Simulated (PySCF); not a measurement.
All values below come from PySCF 2.14.0 with PBE-D3(BJ)/def2-TZVP // PBE0-D3(BJ)/def2-TZVP. Isolated molecules, 0 K electronic values unless said otherwise. One relaxed conformer stands for a flexible species; it need not be the lowest. 

Reference species (SMILES): `O[SiH](O)O` (neutral, multiplicity 1).

```
Item              Value
-------------  --------
HOMO–LUMO gap   7.18 eV
LUMO           -0.05 eV
```

Changed species: `O[SiH3]` (3 of 4 OH replaced by H; the reference has 1 of 4 OH replaced by H).

Question: What does the change do to the HOMO–LUMO gap and LUMO?

Answer: the HOMO–LUMO gap decreases by 0.80 eV, to 6.38 eV; the LUMO falls by 0.78 eV, to -0.83 eV.
